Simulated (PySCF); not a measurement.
**Which determinant of TlCl⁺ lies lowest?**

Unrestricted PBE0; PySCF, scalar-relativistic core potentials, basis sets Tl def2-SVP with ECP60, Cl def2-SVP. Outer shells of the fragments: Tl+ 5d10 6s2; Cl 3s2 3p5.

Followed along the bond (rough minima from three points):

```json
{"2Ms+1": "2", "unpaired": "π ↑", "⟨S²⟩ at the start": "0.75", "R at minimum (Å)": "3.21", "Te (eV)": "0.00"}
{"2Ms+1": "2", "unpaired": "σ ↑", "⟨S²⟩ at the start": "0.76", "R at minimum (Å)": "2.70", "Te (eV)": "0.22"}
{"2Ms+1": "4", "unpaired": "σ ↑, π ↑↑", "⟨S²⟩ at the start": "3.76", "R at minimum (Å)": "2.77", "Te (eV)": "5.96"}
```

Solutions found at the starting distance of 2.500 Å, counted from the lowest of them; the search is not exhaustive and high or unbound solutions are not listed, so other states can lie among these:

```csv
2Ms+1,unpaired,term,E (eV),⟨S²⟩,⟨Lz²⟩,μ (D)
2,σ ↑,²Σ⁺,0.00,0.76,0.00,-1.32
2,π ↑,²Π,0.52,0.75,1.01,1.56
4,"σ ↑, π ↑↑",mixed,5.88,3.76,2.01,3.02
4,"σ ↑, π ↑↑",mixed,6.00,3.76,2.01,3.05
2,"σ ↑, π ↑↓",mixed,6.54,1.76,2.01,3.53
4,"σ ↑↑, π ↑",⁴Π,7.35,3.75,1.01,4.09
4,"σ ↑↑, π ↑",⁴Π,7.85,3.75,1.01,0.82
4,π ↑↑↑,⁴Π,9.36,3.76,1.00,9.07
4,σ ↑↑↑,⁴Σ⁺,9.51,3.75,0.00,1.35
```

A term symbol is given only where ⟨S²⟩ and ⟨Lz²⟩ are close to those of a pure state; real π, δ and φ orbitals otherwise mix terms. A positive dipole points towards Cl; it is taken about the centre of mass and depends on that origin.

Compare the gap between the two lowest followed solutions at the starting distance with the gap between their minima.

At PBE0 the second solution (doublet, unpaired electrons σ ↑) lies -0.52 eV from the first (doublet, unpaired electrons π ↑) at 2.500 Å and +0.22 eV at the minima; the two curves relax by different amounts, since their minima lie near 2.70 and 3.21 Å.

Spin–orbit coupling is left out, which matters for elements this heavy, above all for dissociation energies. Counting both spins, an empty level lies below a filled one in some of these solutions, because spin and occupation are held.
